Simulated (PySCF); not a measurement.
Compound: C7H6F (charge +1).
Geometry (GFN2-xTB, Å), atoms numbered from 1 in this order:
```
atom  x, y, z in Å
F1     2.7693   -1.5054   -0.0783
C2     2.2167   -0.3680   -0.3208
C3     0.8725   -0.1496   -0.1254
C4     0.3205    1.1400   -0.4154
C5    -1.0178    1.3643   -0.2244
C6    -1.8402    0.3360    0.2535
C7    -1.3235   -0.9323    0.5444
C8     0.0111   -1.1862    0.3634
H9     2.9098    0.3867   -0.6890
H10    0.9693    1.9205   -0.7828
H11   -1.4452    2.3319   -0.4401
H12   -2.8946    0.5255    0.4001
H13   -1.9804   -1.7063    0.9119
H14    0.4316   -2.1576    0.5808
```

Level of theory: TDDFT PBE0/def2-SVPD, vertical, gas phase, core orbitals frozen in the response in PySCF.

Task: List the vertical singlet excitations with oscillator strengths and describe the spectrum.

Result: 

| state | λ (nm) | E (eV) | f | symmetry | main configurations (H = HOMO, L = LUMO) |
| --- | --- | --- | --- | --- | --- |
| S1 | 381.3 | 3.25 | 0.027 | A′ | H→L (99%) |
| S2 | 263.4 | 4.71 | 0.358 | A′ | H-1→L (94%) |
| S3 | 255.5 | 4.85 | 0.0001 | – | H-2→L (99%) |
| S4 | 234.3 | 5.29 | 0.0002 | – | H-3→L (97%) |
| S5 | 199.5 | 6.21 | 0.0019 | – | H-5→L (96%) |
| S6 | 192.9 | 6.43 | 0.129 | A′ | H-4→L (81%), H→L+1 (15%) |

Triplets (Tamm–Dancoff): T1 2.25 eV, H→L (98%); T2 2.57 eV, H-1→L (98%).

The lowest singlet comes at 381 nm (314 kJ/mol) in the visible; it is weak; its leading configuration is HOMO→LUMO (99%). The most intense listed level is S2 at 4.71 eV (263 nm, f = 0.358), 1.46 eV above S1. Löwdin shares by element: HOMO carbon 82% or more (atoms not listed hold the other 18%); LUMO carbon 69% or more (atoms not listed hold the other 31%). Of the 6 states listed, 3 reach f = 0.01 and 2 stay under 0.0005. Orbital energies (eV): HOMO-3 -15.64, HOMO-2 -15.18, HOMO-1 -13.65, HOMO -12.98, LUMO -8.83, LUMO+1 -5.54, LUMO+2 -4.82. The oscillator strengths of these states sum to 0.517; summed over the whole spectrum of an exact calculation they would give the number of electrons, 56 (Thomas–Reiche–Kuhn). S1 lies in the visible range (380 to 750 nm), at 381 nm, f = 0.027; light of that wavelength is violet, and its complementary colour is yellow-green; a Tamm–Dancoff triplet lies at 552 nm, without intensity as long as spin–orbit coupling is left out. Symmetry labels in Cs follow from the direction of the transition dipole and are given only for states with f of 0.002 or more. The window holds the lowest 6 singlets.

One conformer stands for the species.
